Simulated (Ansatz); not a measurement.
Relaxation of CH6BClFN (11 atoms, charge 0, multiplicity 1), to a largest force component of 0.03 eV/Å in at most 50 steps.

Theory: RKS BHLYP/def2-SVP in Ansatz 0.2.0.

```xyz
11
Properties=species:S:1:pos:R:3:forces:R:3
B 0.093 -0.516 -0.524 -0.02 0.09 0.12
N -0.043 -0.082 2.179 0.18 -0.80 -0.46
H -0.784 -0.053 2.863 -0.03 -0.02 0.04
H 0.766 0.378 2.572 0.04 -0.01 0.03
Cl 1.513 0.468 -0.907 0.02 0.00 0.01
C -1.341 -0.083 -0.937 0.05 -0.01 0.06
H -2.092 -0.777 -0.558 -0.06 -0.02 0.01
H -1.546 0.916 -0.547 -0.04 0.05 -0.01
H -1.429 -0.031 -2.027 0.03 0.00 -0.02
F 0.344 -1.710 -0.015 0.03 -0.14 -0.20
H 0.204 -1.068 2.010 -0.19 0.87 0.41
```

Where does it end, and by what steps?

The run converged. The force dipped under the threshold on the way, but the program's further checks kept it going. After 18 steps the energy has fallen by 0.743 eV; H4 moved furthest, 1.10 Å. Joined: B1–N2 (2.74 → 1.65 Å).

```csv
step,energy less start (eV),largest force component (eV/Å),accepted
0,0.0000,0.871,yes
1,-0.0530,1.386,yes
2,-0.1238,1.180,yes
3,-0.2670,1.266,yes
4,-0.4863,1.201,yes
5,-0.6094,0.767,yes
6,-0.4235,3.082,no
7,-0.6770,0.247,yes
8,-0.6858,0.206,yes
9,-0.6925,0.074,yes
10,-0.7128,0.105,yes
11,-0.6918,0.944,no
12,-0.7238,0.037,yes
13,-0.7280,0.452,yes
14,-0.7405,0.024,yes
15,-0.7415,0.200,yes
16,-0.7428,0.045,yes
17,-0.7430,0.055,yes
18,-0.7431,0.008,yes
```

```xyz
11
Properties=species:S:1:pos:R:3
B 0.030 -0.557 0.027
N -0.007 -0.303 1.658
H -0.815 -0.752 2.076
H -0.026 0.687 1.874
Cl 1.617 0.302 -0.464
C -1.278 0.064 -0.628
H -2.188 -0.427 -0.262
H -1.378 1.141 -0.462
H -1.247 -0.089 -1.711
F 0.144 -1.921 -0.063
H 0.835 -0.700 2.064
```

Whether the end is a true minimum wasn't checked by a vibrational analysis.

Run time: 62 s on 2 threads of Arm Neoverse V1, on a shared host, peak memory 0.22 GiB.
